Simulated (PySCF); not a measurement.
## Vibration and rotation of SnCl⁺

RHF-CCSD(T) constants of SnCl⁺, ¹Σ⁺ (singlet), closed shell (PySCF, scalar-relativistic core potentials, basis sets Sn cc-pVDZ-PP with ECP28, Cl cc-pV(D+d)Z; masses 119.9022 and 34.9689 u):

| Property | Result |
| --- | --- |
| ωe | 418.5 cm⁻¹ |
| ωexe | 1.06 cm⁻¹ |
| Be | 0.11796 cm⁻¹ |
| αe | 0.000425 cm⁻¹ |
| De to Sn⁺ + Cl | 3.65 eV |

Question: What force constant and bond length do these constants imply?

Answer: Reduced mass μred = 27.073 u; k = 5.8918×10⁻⁷·μred·ωe² (u, cm⁻¹, mdyn/Å) = 2.79 mdyn/Å; Re = √(16.8576/(μred·Be)) (u, cm⁻¹, Å) = 2.298 Å.

Question: Estimate the centrifugal constant D from the Kratzer relation and find the Dunham coefficient a1.

Answer: D = 4Be³/ωe² = 3.75e-08 cm⁻¹; a1 = −1 − αeωe/(6Be²) = -3.13.

Correlated steps freeze 9 core orbitals. Correlated levels converge slowly with the basis: in double zeta they bind strong bonds too weakly, by up to about 1 eV, and carry superposition errors of some tenths. Spin–orbit coupling is left out, which matters for elements this heavy, above all for dissociation energies. For an ion De counts to the pair picked by the measured ionisation energies or electron affinities, which need not be the lowest pair at this level. Where the molecule has an RHF reference, its open-shell atoms are computed with UHF.
